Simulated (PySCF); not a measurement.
# Fe: ionisation energy

Fe [Ar] 3d6 4s2 (5D) → Fe⁺ [Ar] 3d6 4s1 (6D), as a difference of total energies. Computed with PySCF 2.14 in aug-cc-pVTZ (8s7p5d3f2g, 93 functions), with no relativity, point nucleus. Correlated levels: valence: [Ar] frozen. The calculations carry no spin-orbit coupling.

```csv
method,ionisation energy (eV)
UHF,6.363
MP2 (valence),7.446
SCS-MP2 (valence),7.632
CCSD (valence),7.621
CCSD(T) (valence),7.722
```

How much does correlation contribute at CCSD(T) (valence)?

7.722 − (6.363) = 1.359 eV, measured against UHF.

These non-relativistic numbers lack the scalar-relativistic shift.

Errors of the correlated levels include the incompleteness of this basis and the frozen core.

For comparison: 7.904 eV (measured; NIST levels, between the centres of gravity of the two terms).
